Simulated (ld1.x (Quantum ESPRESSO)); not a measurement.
Transferability test, ultrasoft potential for gallium (Ga)

ld1.x (Quantum ESPRESSO) 7.5 input, shortened:

```
&input
   title='Ga', zed=31., rel=1, dft='PBESOL', iswitch=3,
   config='[Ar] 3d10 4s1 4p2'
 /
 &inputp
   pseudotype=3, tm=.true., lloc=-1, rcloc=1.20,
   nlcc=.false.
 /
6
4S  1  0   1.00   0.00  1.20  1.55  0.0
4S  1  0   0.00   3.25  1.20  1.55  0.0
4P  2  1   2.00   0.00  2.00  2.65  0.0
4P  2  1   0.00   1.85  2.00  2.65  0.0
3D  3  2  10.00   0.00  1.05  1.25  0.0
3D  3  2   0.00  -0.85  1.05  1.25  0.0
 &test
   configts(1)='3d10 4s1 4p2'
 /
```

Energies are relative to the spin-unpolarised reference configuration 3d10 4s1 4p2; without spin polarisation the order of configurations can differ from experiment.

```csv
valence configuration,charge,ΔE all-electron (eV),error AE − PS (meV)
3d10 4s2 4p1,0,-6.551,+0.9
3d10 4s2 4p0,+1,-0.872,-5.0
3d9 4s2 4p2,0,13.770,-182
3d10 4s0 4p3,0,6.839,+0.2
3d10 4s2 4p0.5,+0.5,-4.524,-0.7
3d9 4s2 4p1,+1,21.159,-128
```

Question: What are ΔE and the potential's error for 3d10 4s1 4p0?

Answer: ΔE = 20.264 eV all-electron; the error (AE − PS) is -9.7 meV.

Note: ghost state, extra bound levels that the all-electron valence spectrum of the same l lacks: s at -30.7 eV. A true bound ghost makes a file unfit for plane-wave use.
